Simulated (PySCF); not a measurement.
C₃H₅N, SMILES `N(C=C)=C` (C–C–N–C torsion 180°), neutral singlet in the gas phase. 

Z-matrix (Å, degrees):
```
C
C 1 1.3301
H 2 1.0809 1 121.10
H 2 1.0819 3 118.48 1 180.00
H 1 1.0926 2 120.98 3 0.00
N 1 1.3976 5 117.71 2 180.00
C 6 1.2682 1 118.08 5 0.07
H 7 1.0865 6 119.38 1 179.99
H 7 1.0970 8 117.46 6 180.00
```
Charge 0, spin multiplicity 1.

All levels are single points at this geometry (B3LYP-D3(BJ)/def2-TZVP); Pople sets use spherical d functions. Orbital energies aren't observables, and empty levels follow the basis.

M06-2X/6-31G* in PySCF gives gap (eV) = 8.37.

Question: Estimate the gap (eV) from each of these levels: B3LYP-D3(BJ)/def2-TZVP in PySCF; PBE-D3(BJ)/def2-TZVP in PySCF; PBE/6-31G* in PySCF; HF/3-21G in PySCF; HF/6-31G* in PySCF.

Answer: 
| level | gap (eV) |
|---|---|
| B3LYP-D3(BJ)/def2-TZVP in PySCF | 5.66 |
| PBE-D3(BJ)/def2-TZVP in PySCF | 3.84 |
| PBE/6-31G* in PySCF | 3.91 |
| HF/3-21G in PySCF | 12.59 |
| HF/6-31G* in PySCF | 12.52 |
